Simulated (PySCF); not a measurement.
r2SCAN on Ne(2+) (neon, charge +2), [He] 2s2 2p3 3d1, high-spin 5D determinant (an excited configuration). Computed with PySCF 2.14 in aug-cc-pVDZ, with no relativity, point nucleus.

```
cycle= 1 E= -124.314977342169  delta_E= -0.000898  |g|= 0.00585  |ddm|= 0.0899
cycle= 2 E= -124.314985574377  delta_E= -8.23e-06  |g|= 0.0015  |ddm|= 0.0116
cycle= 3 E= -124.314986144107  delta_E= -5.7e-07  |g|= 8.36e-05  |ddm|= 0.00261
cycle= 4 E= -124.314986146086  delta_E= -1.98e-09  |g|= 1.39e-06  |ddm|= 0.000104
cycle= 5 E= -124.314986146087  delta_E= -8.81e-13  |g|= 1.04e-07  |ddm|= 1.66e-06
converged SCF energy = -124.314986146087  <S^2> = 6.0014122  2S+1 = 5.0005649
```

Highest occupied orbital energy: 3.469 eV; ⟨L²⟩ = 6.00; populations by l: s 4.00, p 3.00, d 1.00.

(1) Can this result be used?

Answers

(1) Not for this state. Self-consistency was reached. The outer electron is Rydberg-like, and this basis confines it to a smaller radius and binds it less than a complete one would. At r2SCAN the highest occupied level has a positive energy, so only the finite basis holds that electron; for this excited configuration the basis is too tight for the outer shell.
